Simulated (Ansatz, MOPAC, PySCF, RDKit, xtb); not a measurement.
Dimer: SiH4 (SMILES [SiH4]) (first 5 atoms) with CH6Si (SMILES C[SiH3]); geometry from B3LYP-D3(BJ)/def2-TZVP, rigid monomers moved along the line of their centres of mass till Si1···H8 is 2.85 Å.
(charge 0, multiplicity 1):
```xyz
13

Si     0.016    -0.302     0.192
H     -1.178    -0.198     1.059
H     -0.366    -0.032    -1.213
H      0.577    -1.668     0.297
H      1.031     0.680     0.631
C      0.831    -0.796     3.720
Si    -0.385     0.610     3.969
H      0.649    -1.319     2.780
H      0.746    -1.525     4.528
H      1.858    -0.426     3.707
H     -0.216     1.646     2.922
H     -0.170     1.247     5.292
H     -1.780     0.111     3.912
```

Counterpoise-corrected where a basis set is named; no monomer relaxation. RDKit's UFF carries no charges.

Correlated levels freeze the cores. Rows in 6-31G* carry no dispersion term and start afresh at each structure (6-31G* with six Cartesian d functions). The state reached by PM6 isn't checked.

Codes used: Ansatz (Gaussian basis) for Hartree–Fock, density functionals and correlated methods; MOPAC for PM6 (differences of heats of formation); PySCF for 6-31G* rows, the dispersion terms; RDKit for the force fields; xtb for the GFN methods. 

```json
[
 {"level": "UFF", "interaction energy (meV)": "-24.3"},
 {"level": "PM6", "interaction energy (meV)": "53.0"},
 {"level": "GFN1-xTB", "interaction energy (meV)": "-106.0"},
 {"level": "PBE-D3(BJ)/def2-TZVPPD", "interaction energy (meV)": "-45.2"},
 {"level": "B3LYP/6-31G*", "interaction energy (meV)": "110.0"},
 {"level": "B3LYP/def2-TZVPPD", "interaction energy (meV)": "96.9"},
 {"level": "B3LYP-D3(BJ)/def2-TZVPPD", "interaction energy (meV)": "-43.1"},
 {"level": "B3LYP-D4/def2-TZVPPD", "interaction energy (meV)": "…"},
 {"level": "CCSD(T)/aug-cc-pV(D+d)Z", "interaction energy (meV)": "…"}
]
```

Task: What belongs in the gaps?

Result: 
- B3LYP-D4/def2-TZVPPD, interaction energy (meV): -30.1
- CCSD(T)/aug-cc-pV(D+d)Z, interaction energy (meV): 2.7

Ansatz is a program for electronic structure.
